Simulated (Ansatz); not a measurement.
Ideal-gas functions of `P[PH][GaH2]` at 500 K and 1 bar, from an Ansatz frequency run at PBE0-D4/def2-TZVP.

Molar mass 136.71 g/mol, point group C1 (symmetry number 1), electronic degeneracy 1, moments of inertia 88.327, 185.642, 257.615 u Å². Harmonic wavenumbers (cm⁻¹, unscaled): 129, 161, 298, 354, 396, 446, 542, 608, 641, 653, 718, 847, 1071, 1980, 1991, 2395, 2445, 2471.

Use S(trans) = R[1.5 ln M + 2.5 ln T − 1.1517]; rotational temperatures θ = 24.2544 K / I; S(rot) = R[ln(√π/σ · √(T³/θAθBθC)) + 1.5]; for each mode x = 1.438777 ν̃/T, S = R[x/(eˣ − 1) − ln(1 − e⁻ˣ)] and H = RT x/(eˣ − 1); 1 cm⁻¹ = 0.0119627 kJ/mol; R = 8.31446 J/(mol·K).

By hand: the entropy, in J/(mol·K).

Translation 180.9. Rotation: θ = 0.2746, 0.1307, 0.0941 K, giving 118.4. Vibration, mode by mode: 16.60, 14.79, 9.84, 8.51, 7.66, 6.79, 5.41, 4.65, 4.31, 4.19, 3.62, 2.70, 1.62, 0.19, 0.18, 0.07, 0.06, 0.06, in all 91.3. Electronic 0.0. Sum 390.6 J/(mol·K).

By hand: H − E and G − E in kJ/mol, counted from the electronic energy.

Zero-point energy ½ × 18146 × 0.0119627 = 108.5; thermal vibration 25.2; translation, rotation and pV give 4 RT = 16.6. H − E = 150.3 kJ/mol, and G − E = 150.3 − 500 × 390.6/1000 = -45.0 kJ/mol.

Vibration gives 23 % of the entropy, 16.6 J/(mol·K) of it from the mode under 150 cm⁻¹: soft modes count most, and the harmonic formula is weakest for them. The sum counts one conformer and one mirror image; others add a mixing term.
